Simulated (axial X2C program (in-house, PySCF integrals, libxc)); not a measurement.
# Spectroscopic constants of CuSn

All values were computed with an axial X2C code built on PySCF integrals. Spin-free means the one-electron spin-free X2C Hamiltonian; two-component (2c) means X2C with spin–orbit coupling and atomic mean-field two-electron Coulomb and Gaunt terms, so the difference of the two also holds small scalar two-electron terms. Basis: Sn dyall-v3z [11s12p9d1f], Cu dyall-v3z [9s9p6d3f2g] (cores contracted in-house); Gaussian nuclei, density fitting, unrestricted open shells. Masses: Sn 119.902 u, Cu 62.930 u.

State, spin-free: M_S = 1/2, Λ = 1 (beyond evenly filled blocks: π+α); electrons by block: σα: 17, σβ: 17, π+α: 9, π+β: 8, π-α: 8, π-β: 8, δ+α: 3, δ+β: 3, δ-α: 3, δ-β: 3. Fragments: Sn + Cu.

State, 2c: Ω = 1/2 (⟨Sz⟩ = -0.49, ⟨Lz⟩ = 0.99 at PBE0); electrons by block: 1/2: 26, -1/2: 25, 3/2: 11, -3/2: 11, 5/2: 3, -5/2: 3. Fragments: Sn + Cu.

```csv
Hamiltonian,level,Re (Å),ωe (cm⁻¹),ωexe (cm⁻¹),Be (cm⁻¹),De (eV),D0 (eV),k (mdyn/Å),μ (D)
spin-free,PBE0,2.462,214.2,0.631,0.06741,1.93,1.92,1.12,0.78
spin-free,HF,2.650,154.1,1.76,0.05816,0.426,0.417,0.578,2.44
spin-free,r2SCAN0,2.443,220.5,0.632,0.06844,1.82,1.80,1.18,1.06
spin-free,LDA,2.379,243.8,0.709,0.0722,2.93,2.91,1.45,0.11
2c,PBE0,2.466,212.3,0.634,0.06719,n/a,n/a,1.1,0.73
2c,r2SCAN0,2.447,218.7,0.634,0.06823,n/a,n/a,1.16,1.01
2c,LDA,2.382,241.8,0.711,0.07198,n/a,n/a,1.42,0.06
```

Dipoles are positive if Cu is the positive end.

The state is one determinant whose occupation by symmetry is held fixed; it was picked as the lowest of a PBE0 search that is not exhaustive. De is counted from the lowest determinant-based energies of the atoms at the same level, without counterpoise correction. De is not given where an atomic determinant may have missed its ground term or J level, or where the truncated virtual space spoils (T). Density functionals use the spin component along the axis (collinear). The functionals have no current-density term, which raises determinants with orbital currents, atoms included. The determinant is spin-polarised beyond a pure state at some levels (its spin-free form has ⟨S²⟩ too high), which makes Re and μ there less reliable. The stretched end of a curve changes character and is left out.

No reliable constants came from HF (2c), MP2 (2c), MP2 (spin-free): no minimum in range, unconverged points, a curve that is not smooth, a change of character along it, or the two Hamiltonians disagreeing along it.

Rough cost a point (2c) on 1 thread(s) of a shared host, integrals apart: PBE0 2.1 s, r2SCAN0 3 s, LDA 0.6 s.

The whole task took 4.2 min on 1 thread of Arm Neoverse N1, with other jobs on the host.
